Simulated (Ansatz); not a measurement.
Program: Ansatz. Geometries: PBE0-D4/def2-TZVP. ΔE: electronic, gas phase. CCSD(T)/CBS adds triple-zeta CCSD(T) − MP2 to the extrapolated MP2 energy (def2 sets, frozen cores). This one scheme is used for every species. Functionals use def2-TZVPP. B3LYP here is the variant with VWN-RPA as its local correlation; programs differ in this. HSE06 is defined as in plane-wave codes. One conformer a species, not always the lowest.

Consider the ligand exchange at the Al–Cl bond: `[Cl][Al]1[CH2][SiH2]1` + H₂S → `[SH][Al]1[CH2][SiH2]1` + HCl.

`[Cl][Al]1[CH2][SiH2]1`:

Cartesian coordinates in Å:
```
Cl -2.844 -0.801 1.857
Al -1.052 -0.386 0.872
C -0.371 0.335 -0.786
Si 1.174 -0.110 0.301
H -0.444 1.318 -1.250
H -0.508 -0.434 -1.560
H 2.198 -1.027 -0.271
H 1.847 1.105 0.836
```

H₂S:

Cartesian coordinates in Å:
```
S 0.204 0.565 -0.150
H 0.539 -0.675 -0.534
H -0.743 0.110 0.684
```

`[SH][Al]1[CH2][SiH2]1`:

Cartesian coordinates in Å:
```
S -0.607 1.501 -2.710
Al -0.094 0.462 -0.871
C -0.940 -0.231 0.736
Si 0.954 -0.590 0.912
H 0.653 1.452 -3.177
H -1.428 0.335 1.529
H -1.508 -1.149 0.548
H 1.610 0.235 1.963
H 1.361 -2.013 1.069
```

HCl:

```xyz
2

Cl   -0.034   -0.607    0.199
H     0.034    0.607   -0.199
```

| level | ΔE (kJ/mol) | difference from CCSD(T)/CBS |
| --- | --- | --- |
| LDA (SPW92) | 35.9 | -7.6 |
| PBE-D4 | 37.5 | -6.0 |
| revPBE-D4 | 37.6 | -5.9 |
| BLYP-D4 | 43.0 | -0.5 |
| r2SCAN-D4 | 42.4 | -1.1 |
| B97M-V | 45.5 | 2.0 |
| PBE0-D4 | 39.8 | -3.7 |
| B3LYP-D4 | 44.6 | 1.1 |
| r2SCANh-D4 | 42.8 | -0.7 |
| r2SCAN0-D4 | 43.4 | -0.1 |
| HSE06-D4 | 39.7 | -3.8 |
| BHLYP-D4 | 47.7 | 4.2 |
| CAM-B3LYP-D4 | 46.7 | 3.2 |
| ωB97M-V | 45.4 | 1.9 |
| B2PLYP | 45.6 | 2.1 |
| PBE-QIDH | 42.5 | -1.0 |
| PBE | 38.6 | -4.9 |
| revPBE | 39.5 | -4.0 |
| BLYP | 45.2 | 1.7 |
| r2SCAN | 42.7 | -0.8 |
| PBE0 | 40.9 | -2.6 |
| B3LYP | 46.4 | 2.9 |
| r2SCAN0 | 43.9 | 0.4 |
| HSE06 | 40.7 | -2.8 |
| BHLYP | 49.6 | 6.1 |
| CAM-B3LYP | 47.9 | 4.4 |
| LC-ωPBE | 43.5 | 0.0 |
| RPA@PBE/def2-TZVPP | 42.0 | -1.5 |
| HF/def2-SVP | 56.7 | 13.2 |
| CCSD/def2-SVP | 48.2 | 4.7 |
| CCSD(T)/def2-SVP | 46.6 | 3.1 |
| MP2/def2-TZVPP | 42.9 | -0.6 |
| SCS-MP2/def2-TZVPP | 45.0 | 1.5 |
| CCSD/def2-TZVPP | 44.4 | 0.9 |
| CCSD(T)/def2-TZVPP | 42.3 | -1.2 |
| HF/def2-QZVPP | 55.0 | 11.5 |
| MP2/def2-QZVPP | 43.7 | 0.2 |
| SCS-MP2/def2-QZVPP | 45.9 | 2.4 |
| HF/CBS(def2) | 55.1 | 11.6 |
| CCSD/CBS(def2) | 45.7 | 2.2 |
| CCSD(T)/CBS | 43.5 | 0 |

Largest T1 diagnostic among the species: 0.013.

At CCSD(T), def2-SVP lies +3.1 kJ/mol from the extrapolated value and def2-TZVPP −1.2 kJ/mol. Leaving LDA and LC-ωPBE aside and taking each functional with its dispersion term where it has one, the values spread over 10.3 kJ/mol, from PBE-D4 to BHLYP-D4. In def2-TZVPP, CCSD(T) changes the Hartree–Fock value by −12.2 kJ/mol (the triples alone add −2.1 kJ/mol) and MP2 by −11.6 kJ/mol.
